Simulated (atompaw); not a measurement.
## u(r) = r·R(r): atom against pseudo-atom (gallium (Ga))

Columns: radius, all-electron u(r) and pseudo u(r) of the 4s shell (level -9.52 eV) of gallium in the configuration [Ar] 3d10 4s1.5 4p1.5; PBE, scalar-relativistic, PAW (atompaw) scheme, atompaw 4.2.0.5.

| r (bohr) | all-electron | pseudo |
| --- | --- | --- |
| 0.113 | 0.1633 | 0.0353 |
| 0.227 | 0.0791 | 0.0710 |
| 0.340 | -0.1847 | 0.1068 |
| 0.454 | -0.3135 | 0.1433 |
| 0.567 | -0.2881 | 0.1801 |
| 0.681 | -0.1700 | 0.2177 |
| 0.794 | -0.0158 | 0.2557 |
| 0.908 | 0.1433 | 0.2944 |
| 1.021 | 0.2873 | 0.3332 |
| 1.135 | 0.4108 | 0.3725 |
| 1.248 | 0.5100 | 0.4111 |
| 1.362 | 0.5872 | 0.4493 |
| 1.475 | 0.6433 | 0.4858 |
| 1.588 | 0.6818 | 0.5203 |
| 1.702 | 0.7056 | 0.5520 |
| 1.815 | 0.7166 | 0.5796 |
| 1.929 | 0.7174 | 0.6025 |
| 2.042 | 0.7099 | 0.6192 |
| 2.156 | 0.6958 | 0.6294 |
| 2.269 | 0.6768 | 0.6319 |
| 2.383 | 0.6536 | 0.6267 |
| 2.496 | 0.6278 | 0.6140 |
| 2.610 | 0.5999 | 0.5943 |
| 2.723 | 0.5710 | 0.5695 |
| 2.837 | 0.5411 | 0.5410 |
| 2.950 | 0.5114 | 0.5114 |

Question: How many radial nodes do the two functions have?

Answer: The all-electron 4s function has n − l − 1 = 3 (the table is too coarse to show those close to the nucleus); the pseudo-wave has 0, since the states of the same l below it are removed with the core.

Question: Where does each function peak?

Answer: Outermost all-electron maximum near 1.93 bohr, pseudo maximum near 2.27 bohr (to the table’s step).

Question: Is the pseudo-wave norm-conserving?

Answer: No, it belongs to a PAW set: the norm inside the radius is not constrained, and the difference is carried by the augmentation charge.
